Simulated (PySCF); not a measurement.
Some computed properties have been withheld. Give your best values.

Species: C6H6FO3P.
SMILES: `O=P(O)(O)c1ccc(F)cc1`

Conformer (atom-mapped SMILES and torsion angles): `[O:1]=[P:2]([OH:3])([OH:4])[c:5]1[cH:6][cH:7][c:8]([F:9])[cH:10][cH:11]1`: O1–P2–C5–C6 0°, H–O3–P2–O1 -1°, H–O4–P2–O1 1°.

```csv
property,level,value
point group of the GFN2-xTB geometry,GFN2-xTB,Cs
"rotational constants A, B, C of the GFN2-xTB geometry",GFN2-xTB,?
dipole moment,PBE0/pcSseg-1,0.80 D
HOMO energy,PBE0/pcSseg-1,?
LUMO energy,PBE0/pcSseg-1,?
13C chemical shifts (computed TMS as zero) by class,GIAO PBE0/pcSseg-1,"175.5 (1 C), 138.2 (2 C), 131.9 (1 C), 121.0 (2 C) ppm"
1H chemical shifts (computed TMS as zero) by class,GIAO PBE0/pcSseg-1,?
"isotropic shieldings of nuclei other than C and H, by class",GIAO PBE0/pcSseg-1,"188 (1 O), 212 (2 O), 278 (1 F), 300 (1 P) ppm"
```

Electronic properties: PySCF, gas phase, density fitting. GFN2-xTB frequencies show an imaginary mode (84i cm⁻¹), so this geometry is no minimum at that level. NMR classes are plain means over equivalent atoms (diastereotopic ones count apart unless rotation or inversion swaps them), as if these changed places fast; in this geometry the members of some classes differ.

(1) The rotational constants A, B, C of the GFN2-xTB geometry?

(2) The LUMO energy?

(3) The HOMO energy?

(4) The 1H chemical shifts (computed TMS as zero) by class?

Answers

(1) 2.537, 0.526, 0.484 GHz.

(2) -0.97 eV.

(3) -7.71 eV.

(4) 8.10 (2 H), 7.43 (2 H), 3.50 (2 H) ppm.

The rotational constants make it an asymmetric top with κ = (2B − A − C)/(A − C) = -0.96, nearer the prolate limit (−1). With B = h/(8π²I), that is 505.379 GHz u Å² over I, the principal moments of inertia are 199.2, 960.0 and 1045.2 u Å² (most abundant isotopes); the inertial defect Ic − Ia − Ib is -114.0 u Å² (zero for a rigid planar frame, negative otherwise). In atomic units the dipole is 0.31 e·bohr (1 au = 2.5417 D).

One conformer stands for the species.
